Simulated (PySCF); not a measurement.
**Ionisation energy of Ga²⁺ by level of theory**

Ga²⁺ [Ar] 3d10 4s1 (2S) → Ga³⁺ [Ar] 3d10 (1S), as a difference of total energies. All numbers are calculated (PySCF 2.14, the spin-free X2C one-electron Hamiltonian (Gaussian nucleus), in aug-cc-pVDZ-DK (6s5p3d, 36 functions)). The calculations carry no spin-orbit coupling.

| method | ionisation energy (eV) |
| --- | --- |
| UHF | 29.695 |
| LDA | 31.820 |
| PBE | 31.505 |
| PBE0 | 31.155 |
| r2SCAN | 31.255 |
| M06-2X | 31.005 |
| MN15 | 30.577 |
| r2SCANh | 31.168 |
| BLYP | 31.721 |

Question: Which method comes closest to the reference value, and which is furthest?

Answer: The reference is 30.726 eV (measured; NIST Atomic Spectra Database, ionization energies). Closest: MN15 (error -0.149 eV); furthest: LDA (error 1.094 eV).
